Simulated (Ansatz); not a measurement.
Mulliken charges of `C[SiH](F)[S]` radical from PBE/def2-TZVPP in Ansatz (PBE0-D4/def2-TZVP geometry).

| atom | x (Å) | y (Å) | z (Å) | charge (e) |
| --- | --- | --- | --- | --- |
| C1 | -0.293 | 0.954 | 0.120 | -0.379 |
| Si2 | 0.368 | -0.766 | -0.104 | 0.564 |
| F3 | 1.031 | -1.223 | 1.278 | -0.280 |
| S4 | -1.177 | -2.063 | -0.720 | -0.194 |
| H5 | 0.506 | 1.604 | 0.486 | 0.122 |
| H6 | -0.666 | 1.349 | -0.826 | 0.122 |
| H7 | -1.106 | 0.966 | 0.848 | 0.118 |
| H8 | 1.428 | -0.879 | -1.137 | -0.073 |

Question: By hand: the dipole of these point charges (1 e Å = 4.8032 D).

Answer: Σ q r = (0.004, 0.487, -0.181) e Å, of length 0.520 e Å = 2.50 D.

Question: How does the dipole of the full density compare? (Estimate.)

Answer: Ansatz gave: (-0.015, 0.401, -0.116) e Å, 2.01 D; the point charges give 1.24 times that, at 5° from its direction.

Point charges leave out the atoms' own dipoles, such as those of lone pairs, and Mulliken's split depends on the basis, so the two needn't agree.
